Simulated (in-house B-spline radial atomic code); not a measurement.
# RPA and G0W0 on LDA exchange-only: Ru⁸⁺

Configuration [Ar] 3d10 4s2 4p6, mean-field start LDA exchange-only. Computed with a B-spline radial code for spherical atoms: all electrons, non-relativistic, point nucleus, each spin shell either full or empty, empty states to l = 9 with an (l + 1/2)⁻⁴ tail; G0W0 by contour deformation at full frequency.

Without relativity these are model numbers: it shifts the levels of so heavy an element strongly and can reorder them.

Command:
```bash
python run_gw.py task.json out
```
Settings (radii: box in bohr, nucleus in fm):
```
Z                        44
electrons                36
configuration            [Ar] 3d10 4s2 4p6
hamiltonian              nr
method                   lda,
lmax                     9
spin_polarised           False
box_radius               7.7
intervals                50
```

Cost of the run: 1.4 s on 1 thread of Arm Neoverse V1 (shared host).

Energies (hartree):

```json
{"term": "mean-field total", "value": "-4418.96885"}
{"term": "Hartree-Fock functional on these orbitals", "value": "-4425.53512"}
{"term": "direct second order", "value": "-3.1019"}
{"term": "second-order exchange", "value": "0.88473"}
{"term": "SOSEX correction", "value": "0.82765"}
```

Q: What is the RPA correlation energy, and what remains with SOSEX?

A: RPA gives -2.7714 hartree (-2.09 eV per electron); RPA + SOSEX gives -1.9438, and the second-order doubles -2.2172 hartree (no singles). SOSEX takes back 30 % of the RPA value.

Quasi-particle levels (eV):

```
level  occupied  mean field  Σx - vxc     Σc  QP weight     G0W0
   4p       yes     -166.33    -11.93      ?          ?        ?
   3d       yes     -411.41    -34.66   7.41      0.935  -438.66
   4d        no     -119.37      9.47  -2.67      0.970  -112.57
```

G0W0 = mean field + (Σx - vxc) + Σc, with Σc (partial-wave tail included) taken at the quasi-particle energy. Only the outer levels were computed. Levels of low weight are left out.

Q: Where does G0W0 put 4p?

A: At -178.93 eV, with Σc = -0.68 eV and a quasi-particle weight of 0.960. The tabulated removal energy is 178.41 ± 0.05 eV (NIST, semi-empirical); the calculation leaves out relativity, Breit and QED terms, and what these don't explain is the method's own error.
